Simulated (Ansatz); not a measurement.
## Strength of the C–Si bond: SiH(CH3)2(CN) → SiH(CH3)(CN) + CH3

Species: SiH(CH3)2(CN), singlet; SiH(CH3)(CN), doublet; CH3 `[CH3]`, doublet. 

Shapes, held fixed at every level: PBE0-D4/def2-TZVP. Programs: Ansatz 0.2.0. The zero-point and thermal change to 298 K, harmonic and unscaled (PBE0-D4/def2-TZVP), is -16.5 kJ/mol.

| level | kind | ΔH(298 K) (kJ/mol) | less CCSD(T)/CBS estimate |
| --- | --- | --- | --- |
| HF/def2-TZVPP | Hartree–Fock | +271.6 | -116.0 |
| PBE-D4/def2-TZVPP | GGA | +367.6 | -20.0 |
| r2SCAN-D4/def2-TZVPP | meta-GGA | +351.5 | -36.1 |
| B3LYP-D4/def2-TZVPP | global hybrid | +363.5 | -24.1 |
| wB97X-V/def2-TZVPP | range-separated hybrid | +390.3 | +2.7 |
| CCSD(T)/def2-SVP | coupled cluster or CI | +362.0 | -25.6 |
| CCSD/def2-SVP | coupled cluster or CI | +356.0 | -31.6 |
| CCSD(T)/CBS estimate | coupled cluster or CI | +387.6 | 0.0 |

The highest level, CCSD(T)/CBS estimate, gives ΔH(298 K) = +387.6 kJ/mol; the levels span +271.6 to +390.3. The column of differences is taken from that level and isn't an error. Hartree–Fock misses the correlation of the pair that is broken and comes out low. No measured value is set beside it here. Spin contamination: SiH(CH3)(CN) (⟨S²⟩ up to 0.81). Open shells run unrestricted unless RO is named. The CBS estimate extrapolates MP2 from def2-TZVPP and def2-QZVPP and adds CCSD(T) − MP2 in the triple-zeta set, cores frozen.
